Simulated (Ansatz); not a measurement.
Consider the cleavage of the Si–Si bond: `[SiH3]N[SiH2][SiH2]Cl` + `F[Si](S)(Cl)Cl` → `F[Si](Cl)(Cl)S[SiH2]Cl` + `[SiH3]N[SiH3]`.

Computed with Ansatz on PBE0-D4/def2-TZVP structures; ΔE is electronic, products minus reactants. CCSD(T)/CBS is the MP2 limit (def2-TZVPP, def2-QZVPP) plus CCSD(T) − MP2 in def2-TZVPP, frozen cores. This one scheme is used for every species. DFT in def2-TZVPP. B3LYP here is the variant with VWN-RPA as its local correlation; programs differ in this. One conformer a species, not always the lowest.

| level | ΔE (kJ/mol) | difference from CCSD(T)/CBS |
| --- | --- | --- |
| PBE-D4 | -58.9 | 11.5 |
| r2SCAN-D4 | -67.6 | 2.8 |
| PBE0-D4 | -62.4 | 8.0 |
| B3LYP-D4 | -66.7 | 3.7 |
| ωB97X-V | -66.1 | 4.3 |
| ωB97M-V | -72.2 | -1.8 |
| B2PLYP | -70.3 | 0.1 |
| PBE | -57.7 | 12.7 |
| r2SCAN | -67.4 | 3.0 |
| PBE0 | -61.4 | 9.0 |
| B3LYP | -64.5 | 5.9 |
| HF/def2-TZVPP | -73.1 | -2.7 |
| MP2/def2-TZVPP | -79.5 | -9.1 |
| SCS-MP2/def2-TZVPP | -76.9 | -6.5 |
| CCSD/def2-TZVPP | -66.9 | 3.5 |
| CCSD(T)/def2-TZVPP | -67.9 | 2.5 |
| HF/def2-QZVPP | -73.5 | -3.1 |
| MP2/def2-QZVPP | -81.1 | -10.7 |
| SCS-MP2/def2-QZVPP | -78.3 | -7.9 |
| HF/CBS(def2) | -73.5 | -3.1 |
| MP2/CBS(def2) | -82.0 | -11.6 |
| CCSD/CBS(def2) | -69.4 | 1.0 |
| CCSD(T)/CBS | -70.4 | 0 |

Largest T1 diagnostic among the species: 0.011.

From PBE to PBE0 (25 % exact exchange), in def2-TZVPP and without D4, ΔE moves by −3.7 kJ/mol.
